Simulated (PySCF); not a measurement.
## Stretching ZnH

Set-up: basis Zn aug-pcseg-1, H aug-pcseg-1; no relativity; PySCF 2.14. Energies in eV from Zn + H in their ground configurations at the same level. All curves are PBE0. state 1: ²Σ⁺ (doublet), unpaired electrons σ ↑; state 2: quartet, unpaired electrons σ ↑↑, π ↑, a second solution, started from another occupation.

```json
{"R (Å)": "1.395", "state 1": "-0.744", "state 2": "5.3877"}
{"R (Å)": "1.460", "state 1": "-0.923", "state 2": "5.0894"}
{"R (Å)": "1.525", "state 1": "-1.025", "state 2": "4.8499"}
{"R (Å)": "1.573", "state 1": "-1.062", "state 2": "4.7008"}
{"R (Å)": "1.622", "state 1": "-1.072", "state 2": "4.5724"}
{"R (Å)": "1.671", "state 1": "-1.060", "state 2": "4.4618"}
{"R (Å)": "1.736", "state 1": "-1.020", "state 2": "4.3373"}
{"R (Å)": "1.817", "state 1": "-0.941", "state 2": "4.2113"}
{"R (Å)": "1.914", "state 1": "-0.821", "state 2": "4.0943"}
{"R (Å)": "2.044", "state 1": "-0.648", "state 2": "3.9811"}
```

Put a parabola through the three lowest points of the state 1 curve and estimate Re, k and ωe (reduced mass 0.9922 u; 1 eV/Å² = 0.16022 mdyn/Å; ωe = 1302.8·√(k/μ) cm⁻¹).

Through R = 1.573, 1.622, 1.671 Å the second-order coefficient is 4.58 eV/Å², so Re ≈ 1.620 Å, k ≈ 1.47 mdyn/Å and ωe ≈ 1585 cm⁻¹. A polynomial fit of higher order to the unrounded PBE0 energies gives Re = 1.619 Å, k = 1.46 mdyn/Å, ωe = 1579 cm⁻¹; anharmonicity and rounding make the difference.

The higher-order fit for each curve: state 1: Re = 1.619 Å, ωe = 1579 cm⁻¹, De = 1.07 eV. State 2 gave no clean fit.

The state was picked by a PBE0 search and need not be the measured ground state.
